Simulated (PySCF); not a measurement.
# Field gradients at the hydrogen positions

Species: C₅H₁₃FSi₃.
Cartesian coordinates in Å at the GFN2-xTB level; atoms count from 1:
```xyz
22
C5H13FSi3 angstrom
C     -3.1096    0.1667    1.0456
Si    -2.1307    0.6219   -0.5142
C     -0.4238   -0.1791   -0.4463
C      0.0091   -0.9333    0.5692
C      1.3720   -1.5270    0.6706
Si     2.6748   -0.1148    0.7640
Si     1.9919    1.1821   -1.0253
C      0.4716    0.1288   -1.5984
F     -0.2332    0.8174   -2.5831
H     -4.0857    0.6396    1.0242
H     -3.2679   -0.9047    1.1215
H     -2.6069    0.4953    1.9500
H     -2.8541    0.1515   -1.7005
H     -1.9488    2.0795   -0.5706
H     -0.6548   -1.1148    1.4022
H      1.5898   -2.1199   -0.2218
H      1.4325   -2.1956    1.5273
H      4.0116   -0.7199    0.6923
H      2.5730    0.5130    2.0874
H      2.8923    1.3057   -2.1780
H      1.4727    2.5204   -0.7302
H      0.8137   -0.7934   -2.0884
```

Level: PBE0/pcSseg-1 (PySCF, non-relativistic); Q(2H) = 0.00286 b; rigid geometry, the same for H and D, with no vibrational averaging.

Question: Rank these positions by the coupling χzz of a deuteron there, largest first.
A. H21 (Si–H hydrogen)
B. H22 (methine hydrogen)
C. H16 (methylene hydrogen)
D. H15 (vinylic hydrogen)
E. H17 (methylene hydrogen)

Answer: D (220 kHz), E (212 kHz), C (207 kHz), B (193 kHz), A (110 kHz).

Question: Tabulate Vzz, the asymmetry η and χzz = 234.96 MHz × Q × Vzz for every hydrogen position.

Answer: 
```csv
atom,bonded to,bond length (Å),Vzz (au),η,χzz (kHz)
H10,C1,1.085,0.3283,0.01,221
H11,C1,1.086,0.3262,0.02,219
H12,C1,1.086,0.3264,0.02,219
H13,Si2,1.467,0.1607,0.01,108
H14,Si2,1.470,0.1585,0.02,106
H15,C4,1.081,0.3267,0.07,220
H16,C5,1.093,0.3085,0.04,207
H17,C5,1.088,0.3162,0.04,212
H18,Si6,1.469,0.1605,0.01,108
H19,Si6,1.468,0.1613,0.02,108
H20,Si7,1.468,0.1611,0.02,108
H21,Si7,1.465,0.1632,0.02,110
H22,C8,1.099,0.2875,0.11,193
```

Question: Average by the element that carries the hydrogen.

Answer: on C: 213 kHz over 7 positions, mean bond length 1.088 Å; on Si: 108 kHz over 6 positions, mean bond length 1.468 Å.

Question: How does χzz go with the bond length over the 7 C–H bonds?

Answer: A straight-line fit has a slope of -15.6 kHz for each 0.01 Å, with a correlation coefficient of -0.95, over lengths from 1.081 to 1.099 Å. The longer bonds have the smaller couplings here.

Question: A static deuteron (I = 1) shows a doublet split by (3/2)χ, (3/4)χ(1 + η) and (3/4)χ(1 − η) with the field along z, y and x of the gradient. What are these for H11?

Answer: With |χ| = 219.2 kHz and η = 0.018: 329, 167 and 161 kHz, to first order and without motion.

Isolated species at its GFN2-xTB geometry (one conformer only). GFN2-xTB bond lengths can be off by several hundredths of an ångström, more for odd bonds, and the gradients follow them. With so small a basis the couplings can be 20 % off.
